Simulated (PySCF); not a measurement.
**MSn for M along the chalcogens**

PBE0 with double-zeta basis sets in PySCF, for the lowest determinant that a PBE0 search found; no spin–orbit coupling. De refers to high-spin ground-configuration atoms. A positive dipole means M(−)Sn(+).

| M | basis | state (unpaired electrons) | Re (Å) | ωe (cm⁻¹) | De (eV) | μ (D) |
| --- | --- | --- | --- | --- | --- | --- |
| O | cc-pVDZ-PP/cc-pVDZ | singlet (closed shell) | 1.842 | 855 | 4.96 | 3.88 |
| S | def2-SVP | singlet (closed shell) | 2.223 | 499 | 4.85 | 3.17 |
| Se | def2-SVP | singlet (closed shell) | 2.339 | 339 | 4.53 | 2.91 |
| Te | def2-SVP | singlet (closed shell) | 2.533 | 269 | 3.97 | 2.45 |

The shortest bond is that of SnO (1.842 Å), the longest that of SnTe (2.533 Å).

The rows differ in basis set, which adds steps of its own.

Down a group the atoms grow and get heavier, so bonds lengthen and wavenumbers fall; this series shows no clear exception.

Spin–orbit coupling is left out, which matters for elements this heavy, above all for dissociation energies.
